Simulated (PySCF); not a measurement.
Ba: excitation energy

Ba [Xe] 6s2 (1S) → Ba [Xe] 6s1 6p1 (3P), as a difference of total energies. All numbers are calculated (PySCF 2.14, the spin-free X2C one-electron Hamiltonian (Gaussian nucleus), in aug-cc-pVQZ-X2C (10s9p7d4f2g, 118 functions)). Correlated levels: valence: [Xe] frozen. The calculations carry no spin-orbit coupling.

```csv
method,excitation energy (cm⁻¹),error (cm⁻¹)
UHF,6347.4,-6736
LDA,13901,+818
PBE,12471,-612
PBE0,11624,-1459
r2SCAN,10308,-2775
revPBE,11829,-1254
B3LYP,13455,+372
M06-L,14941,+1858
MP2 (valence),9922.2,-3161
SCS-MP2 (valence),10905,-2178
```

Reference: 13083 cm⁻¹ (measured; NIST levels, between the centres of gravity of the two terms).

Errors of the correlated levels include the incompleteness of this basis and the frozen core.
